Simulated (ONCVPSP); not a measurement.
Pseudopotential generation for platinum (Pt): ONCV, LDA (Perdew-Wang 92), fully relativistic.

```
Element                 : platinum (Pt)
Generator               : ONCVPSP 4.0.1
Type                    : optimised norm-conserving Vanderbilt (ONCV)
Functional              : LDA (Perdew-Wang 92)
Relativity              : fully relativistic
Frozen core             : [Kr] 4d10 4f14
Valence charge          : 18
Reference configuration : 5s2 5p6 5d9 (charge +1)
Partial waves           : 5s: rc 1.40 bohr, ncon 4, nbas 8, qcut 7.1 1/bohr, 1 projector; 5p: rc 1.75 bohr, ncon 4, nbas 7, qcut 8 1/bohr, 2 projectors, debl 3.5 Ha; 5d: rc 1.95 bohr, ncon 4, nbas 8, qcut 7.8 1/bohr, 1 projector
Local potential         : polynomial inside 1.15 bohr (lpopt 5, dvloc0 6 Ha)
Core correction         : polynomial model core, fcfact 0.6
```

Open shells are filled in proportion to 2j + 1.

All-electron outer shells of the reference configuration (LDA (PZ), scalar-relativistic, ld1.x):

```json
{"shell": "4f", "level (eV)": "-78.77", "outermost node (bohr)": "–", "outermost maximum (bohr)": "0.38"}
{"shell": "5p", "level (eV)": "-64.62", "outermost node (bohr)": "0.53", "outermost maximum (bohr)": "0.98"}
{"shell": "5d", "level (eV)": "-14.59", "outermost node (bohr)": "0.57", "outermost maximum (bohr)": "1.26"}
```

(1) Estimate the cutoffs (Ha) at which the residual kinetic energy of the hardest occupied pseudo-wave falls to 1 and 0.1 mHa per electron.

(2) Does the potential have ghost states?

(3) Which valence shell sets the plane-wave cutoff?

(4) Tests: 5s2 5p6 5d9 6s1; 5s2 5p6 5d8; 5s2 5p6 5d7; 5s2 5p5 5d9 6s1. Which has the largest error in its energy relative to the reference configuration, and how large is it?

Results:

(1) 23 Ha and 73 Ha.

(2) No bound ghost flagged; no localised positive-energy state flagged.

(3) 5s: 23 Ha for 1 mHa per electron, against 20 Ha for 5d.

(4) 5s2 5p5 5d9 6s1, with +395 meV (all-electron minus pseudo) on +53.90 eV.
